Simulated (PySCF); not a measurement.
Excitation energy of Cl⁺ by level of theory

Cl⁺ [Ne] 3s2 3p4 (3P) → Cl⁺ [Ne] 3s2 3p3 4s1 (5S), as a difference of total energies. All numbers are calculated (PySCF 2.14, the spin-free X2C one-electron Hamiltonian (Gaussian nucleus), in x2c-QZVPPall with one added diffuse shell each of s, p, d, f type (10s7p5d3f1g, 86 functions)). Correlated levels: valence: [Ne] frozen; valence and next inner shell: 1s2 frozen. The calculations carry no spin-orbit coupling.

Order these methods by the excitation energy they give, lowest first.
A. LC-wPBE
B. PBE
C. r2SCAN
D. SCS-MP2 (valence and next inner shell)

B (13.255 eV), D (13.344 eV), C (13.570 eV), A (13.750 eV).

Errors of the correlated levels include the incompleteness of this basis and the frozen core.

For comparison: 13.333 eV (measured; NIST levels, between the centres of gravity of the two terms).
